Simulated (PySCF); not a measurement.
SMILES [Cl][Al]([CH3])[CH2]CC (C₄H₁₀AlCl), GFN2-xTB optimised geometry.

```
16

Al     1.09    -0.61     0.00
Cl     3.13    -0.61     0.00
C      0.17    -2.37    -0.01
H     -0.92    -2.30     0.07
H      0.51    -3.00     0.82
H      0.39    -2.94    -0.92
C      0.16     1.17     0.00
C     -1.37     1.05     0.01
C     -2.05     2.42     0.00
H      0.46     1.76    -0.88
H      0.47     1.77     0.86
H     -1.71     0.48    -0.86
H     -1.69     0.50     0.90
H     -1.75     3.00     0.87
H     -3.13     2.32     0.01
H     -1.76     2.98    -0.89
```

Density from PBE0/def2-TZVP in PySCF at that geometry.

Minimum of the electron density along straight lines between bonded atoms, close to the bond critical point (lines longer than 1.1 times the sum of covalent radii, or with two minima, are not listed):

```tsv
bond	length / Å	ρ at the minimum / e bohr⁻³	∇²ρ there / e bohr⁻⁵	position (fraction from the first atom)
Al1–Cl2	2.037	0.083	0.38	0.38
Al1–C3	1.994	0.082	0.22	0.40
C3–H4	1.091	0.270	-0.89	0.64
C3–H5	1.095	0.267	-0.87	0.64
C3–H6	1.095	0.267	-0.87	0.64
Al1–C7	2.006	0.082	0.20	0.40
C7–C8	1.535	0.239	-0.56	0.50
C8–C9	1.526	0.246	-0.61	0.50
C7–H10	1.101	0.266	-0.86	0.64
C7–H11	1.101	0.266	-0.86	0.64
C8–H12	1.093	0.278	-0.95	0.64
C8–H13	1.093	0.278	-0.95	0.64
C9–H14	1.088	0.278	-0.95	0.64
C9–H15	1.088	0.278	-0.95	0.64
C9–H16	1.088	0.278	-0.95	0.64
```
